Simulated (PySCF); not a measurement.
Si(Br)(OH)2(OMe) (CH5BrO3Si), SMILES O[Si](OC)(Br)O.

Coordinates come from a PBE-D3(BJ)/def2-SVP optimisation. Other conformers were not sampled.

These are PySCF with CAM-B3LYP/def2-TZVP values and carry that method's errors.

Isolated molecule, no solvent.

| Item | Value |
|---|---|
| total energy | -3130.80568 hartree |
| highest occupied level | -9.86 eV |
| lowest empty level | 1.07 eV |
| orbital gap | 10.92 eV |
| dipole moment | 0.66 D |
| quadrupole, principal values (traceless, Buckingham form, about the centre of nuclear charge) | -11.20, 4.58, 6.63 D·Å |
| mean static polarisability | 63.5 bohr³ (9.41 Å³) |
| polarisability, principal values | 56.6, 63.9, 69.9 bohr³ |
